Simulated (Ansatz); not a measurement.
Born–Oppenheimer molecular dynamics of BrCl$_{3}$F$_{2}$HTa (8 atoms, charge 0, multiplicity 1). It starts at the highest image of a converged band, a first-order saddle point between two minima.

Method: RKS PBE/def2-SVP in Ansatz 0.2.0.

```yaml
ensemble: NVE (velocity Verlet)
time_step: 0.5 fs
steps_asked: 200
starting_velocities_drawn_for: 300 K
seed: 7561
```

First frame:

```xyz
8
Properties=species:S:1:pos:R:3
Ta -0.039 0.296 -0.172
Cl 2.451 -0.367 -0.344
F 0.453 0.739 1.602
Cl -0.187 -0.170 -2.454
Cl -2.000 1.477 -0.072
F -0.529 -1.432 0.336
Br 1.374 2.594 -0.802
H 2.333 1.216 -0.624
```

Task: How far do the bonds stretch over the last three quarters of this one trajectory? (Pairs bonded in most of those frames.)

Result: 
```
   bond  mean (Å)  spread (Å)  shortest  longest
Ta1–Cl2     2.484       0.053      2.36     2.54
 Ta1–F3     1.892       0.005      1.89     1.90
Ta1–Cl4     2.343       0.029      2.29     2.38
Ta1–Cl5     2.329       0.041      2.24     2.38
 Ta1–F6     1.856       0.011      1.84     1.87
Ta1–Br7     2.948       0.088      2.81     3.10
 Br7–H8     1.495       0.041      1.42     1.56
```

Mean temperature of the second half: 333 K. The conserved energy stayed within 0.011 meV per atom of its start (net change 0.009 meV per atom), so the integration is sound. A run of 0.1 ps of so small a system gives no equilibrium averages. The orbitals stay closed-shell, which can raise the energy where a bond breaks towards radicals; this wasn't checked here.

Run time: 8.6 min on 4 threads of Arm Neoverse V1, with other jobs on the host, peak memory 0.25 GiB.
